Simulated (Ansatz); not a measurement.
```xyz
20

C    -1.693    0.786    2.571
C    -0.613    0.119    3.115
C     0.416   -0.416    2.312
C     0.274   -0.232    0.967
C    -0.833    0.452    0.409
C    -1.832    0.972    1.179
C    -0.274    0.232   -0.967
C    -0.416    0.416   -2.312
C     0.613   -0.119   -3.115
C     1.693   -0.786   -2.571
C     1.833   -0.972   -1.179
C     0.833   -0.452   -0.409
H    -2.456    1.178    3.233
H    -0.556    0.005    4.191
H     1.256   -0.936    2.758
H    -2.687    1.499    0.770
H    -1.256    0.936   -2.758
H     0.556   -0.005   -4.191
H     2.456   -1.179   -3.233
H     2.687   -1.499   -0.770
```

The species carries charge 0 and has multiplicity 1.

Task: List the r2SCAN/def2-TZVPP orbital energies in eV (Ansatz 0.2.0). (Estimate.)

Result: Computed: Occupied: -273.55, -273.55, -273.54, -273.54, -273.32, -273.32, -273.32, -273.32, -273.28, -273.28, -273.26, -273.26, -23.81, -22.17, -20.94, -19.86, -19.45, -18.31, -16.88, -15.98, -14.70, -14.64, -13.62, -12.10, -12.02, -12.00, -11.36, -10.97, -10.60, -10.52, -10.08, -9.49, -9.08, -8.33, -8.32, -8.07, -7.49, -7.11, -6.43, -5.16. Lowest empty: -2.15, -1.64, 0.05, 0.23, 1.57, 1.76, 2.47, 2.53.
